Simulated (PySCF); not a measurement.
NMR data simulated for an unnamed compound:

¹H NMR (300 MHz, computed): δ 7.36 (m, 2H), 7.33 (m, 2H).

¹³C{¹H} NMR (computed): δ 169.7 (C), 133.7 (C), 133.0 (CH), 127.0 (C), 122.8 (CH).

- shielding tensors at PBE0/pcSseg-1 (GIAO)
- GFN2-xTB geometry
- program: PySCF 2.14
- isolated molecule, fast rotation and ring inversion assumed for equivalent nuclei, single conformer, no relativistic terms

References, each an isolated molecule treated in the same way: TMS for ¹H (σ = 31.72 ppm) and ¹³C (σ = 186.93 ppm).

Question: Which of these does the molecule contain: a methoxy group, a tert-butyl group, a benzene ring, an amide?

Answer: 
- A methoxy group: no.
- A tert-butyl group: no.
- A benzene ring: yes.
- An amide: no.

The data belong to SMILES O=C=Nc1ccc(F)cc1, C7H4FNO; they needn't prove each group on their own.

Carbon signals by region: 1 in the far downfield region (above 160 ppm), 4 in the sp2 and nitrile region (100–160 ppm). Above 160 ppm: 169.7, aromatic carbon bearing fluorine.

Splittings by ¹⁹F in the carbon and heteronuclear signals aren't shown, as no couplings were computed. Shifts are as computed. Against solution values, carbons near 30 ppm lie about +3 ppm off and those near 130 ppm about +5 ppm. Of 1211 compounds with measured shifts, 218 miss one by over three times the rms of a fit or turn the order of signals round; such compounds aren't used in these exercises. Multiplicities follow the n + 1 count of equivalent neighbours, as no J values were calculated; m marks all less simple cases, F and P coupling included.
